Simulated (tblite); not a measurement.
Compound: C₆H₁₃FSi₂.
Z-matrix (Å and degrees, GFN2-xTB geometry), rows numbered from 1:
```
C 
C   1  1.5228
C   2  1.5320  1  112.84
Si  3  1.9076  2  113.78  1   -74.54
C   4  1.8848  3  107.52  2   -69.30
C   5  1.3336  4  124.76  3   -21.51
Si  6  1.8832  5  125.46  4     0.40
C   3  1.5241  2  110.58  1   163.72
F   8  1.4004  3  109.47  2   -62.77
H   1  1.0871  2  111.12  3    62.02
H   1  1.0879  2  110.34  3  -177.75
H   1  1.0882  2  110.39  3   -58.18
H   2  1.0936  1  108.53  3   120.35
H   2  1.0938  1  109.56  3  -122.47
H   3  1.0970  2  107.39  1    46.84
H   4  1.4707  3  109.35  2   171.72
H   4  1.4669  3  111.89  2    50.88
H   5  1.0857  4  116.57  3   159.01
H   6  1.0856  5  118.76  4  -179.93
H   7  1.4686  6  110.29  5  -123.35
H   7  1.4660  6  111.22  5   114.37
H   8  1.0980  3  109.16  2  -176.03
```

Computed values, GFN2-xTB/tblite, gas phase, harmonic and unscaled. Errors from tens to a few hundred cm⁻¹ against measured bands are possible. Modes of hydrogen on silicon can be 10 to 20 % off. One conformer, not necessarily the lowest.

Harmonic wavenumbers (cm⁻¹): 45.1, 91.3, 104.2, 176.7, 203.6, 218.0, 245.4, 261.6, 266.1, 336.4, 369.3, 442.3, 470.0, 503.6, 523.6, 566.2, 597.4, 635.4, 657.9, 675.2, 689.3, 703.4, 769.3, 778.9, 788.4, 794.5, 854.3, 939.2, 966.7, 967.0, 1045.8, 1072.6, 1090.4, 1135.9, 1171.2, 1194.8, 1233.8, 1274.4, 1297.9, 1321.8, 1329.2, 1356.1, 1415.8, 1496.2, 1503.9, 1504.4, 1622.8, 2202.5, 2223.3, 2235.3, 2247.6, 2884.5, 2908.5, 2947.7, 2966.7, 2988.7, 3007.7, 3027.4, 3032.2, 3041.8.

A = 1238, B = 1125, C = 765.9 MHz; mass 160.054 u (most abundant isotopes); point group C1, symmetry number 1.

What is the zero-point energy?

Half the sum of the wavenumbers: 36711 cm⁻¹ = 439.15 kJ/mol.

What is S at 500 K and 1 bar for an ideal gas of classical rigid rotors and harmonic oscillators?

Translation 182.90, rotation 132.34, vibration 246.72: S = 562.0 J/(mol K).

And Cp and H(500 K) − H(0)?

Cp = 288.40 J/(mol K), of which vibrations give 255.14 (their classical limit is 60 R = 498.9); H(500 K) − H(0) = 82.59 kJ/mol without the zero-point energy, 65.97 from vibrations.

Which modes carry the vibrational entropy at 500 K?

45.1 cm⁻¹: 25.30; 91.3 cm⁻¹: 19.45; 104.2 cm⁻¹: 18.36; 176.7 cm⁻¹: 14.03; 203.6 cm⁻¹: 12.88; 218.0 cm⁻¹: 12.33 J/(mol K); the other 54 give 144.38 together.

Blend soft modes into free rotors: weight 1/[1 + (100 cm⁻¹/ν̃)⁴] for the oscillator and the rest for a rotor with moment μB/(μ + B), μ = h/(8π²ν), B = 10⁻⁴⁴ kg m². What vibrational entropy results?

233.76 J/(mol K) in place of 246.72, which changes −T·S at 500 K by +6.48 kJ/mol.

How do the functions run with temperature in this model?

```json
{"T (K)": "100", "S (J/(mol K))": "295.9", "Cp (J/(mol K))": "82.3", "H − H(0) (kJ/mol)": "5.43", "G − H(0) (kJ/mol)": "-24.16", "ln q(vib)": "1.58"}
{"T (K)": "200", "S (J/(mol K))": "370.7", "Cp (J/(mol K))": "140.3", "H − H(0) (kJ/mol)": "16.55", "G − H(0) (kJ/mol)": "-57.58", "ln q(vib)": "4.38"}
{"T (K)": "300", "S (J/(mol K))": "438.5", "Cp (J/(mol K))": "197.2", "H − H(0) (kJ/mol)": "33.46", "G − H(0) (kJ/mol)": "-98.08", "ln q(vib)": "7.45"}
{"T (K)": "800", "S (J/(mol K))": "717.7", "Cp (J/(mol K))": "373.2", "H − H(0) (kJ/mol)": "183.01", "G − H(0) (kJ/mol)": "-391.17", "ln q(vib)": "23.01"}
{"T (K)": "1000", "S (J/(mol K))": "805.1", "Cp (J/(mol K))": "409.5", "H − H(0) (kJ/mol)": "261.48", "G − H(0) (kJ/mol)": "-543.64", "ln q(vib)": "28.70"}
```

q(vib) and H(0) count from the zero-point level.

Hindered rotation and anharmonicity are outside this model. Other conformers, if any are populated, would add a mixing term that is left out. The structure is chiral; the term R ln 2 for an equal mix with its mirror image is left out.
